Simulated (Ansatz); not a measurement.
Born–Oppenheimer molecular dynamics of C$_{2}$H$_{6}$BF (10 atoms, charge 0, multiplicity 1). It starts from a relaxed structure.

These are results of RKS B3LYP-D4/def2-SVP in Ansatz 0.2.0, not measurements.

| Property | Result |
| --- | --- |
| ensemble | NVE (velocity Verlet) |
| time step | 0.25 fs |
| steps asked | 100 |
| starting velocities drawn for | 100 K |
| seed | 482748 |

First frame:

```xyz
10
Properties=species:S:1:pos:R:3
B 0.003 -0.061 -0.062
F -0.004 -0.205 1.270
C 1.392 0.097 -0.775
H 1.690 -0.902 -1.150
H 1.344 0.751 -1.661
H 2.191 0.443 -0.101
C -1.386 -0.061 -0.796
H -2.137 -0.682 -0.282
H -1.771 0.977 -0.780
H -1.322 -0.357 -1.854
```

(1) What does the run give?

(2) What happens to the structure?

(3) How do temperature and energy run in time?

## Answers

(1) All steps were run.

```yaml
steps_done: 100
time_covered: 25 fs
mean_temperature_over_the_second_half: 44 K
spread_of_the_potential_energy_over_the_second_half: 1.4 meV per atom
mean_potential_energy_of_the_second_half_above_the_start: 5.8 meV per atom
```

The conserved energy stayed within 0.021 meV per atom of its start (net change 0.014 meV per atom), so the integration is sound. A run of 0.025 ps of so small a system gives no equilibrium averages.

(2) The same pairs are bonded in the first frame and the last. Pairs count as bonded within 1.25 times the sum of covalent radii (0.12 Å more for H–H). The details hang on the random start.

(3) 
| time (fs) | T (K) | potential energy less start (eV) | conserved less start (meV/atom) |
| --- | --- | --- | --- |
| 0 | 100 | 0.000 | 0.00 |
| 2 | 64 | 0.037 | 0.01 |
| 4 | 49 | 0.053 | 0.01 |
| 6 | 44 | 0.057 | 0.01 |
| 8 | 22 | 0.081 | 0.02 |
| 10 | 62 | 0.040 | 0.00 |
| 12 | 65 | 0.037 | 0.01 |
| 14 | 46 | 0.056 | 0.02 |
| 16 | 55 | 0.047 | 0.00 |
| 18 | 21 | 0.082 | 0.02 |
| 20 | 30 | 0.072 | 0.01 |
| 22 | 62 | 0.040 | 0.00 |
| 24 | 46 | 0.056 | 0.02 |

The run took 5.2 min on 1 thread of Arm Neoverse V1, on a shared host, peak memory 0.16 GiB.
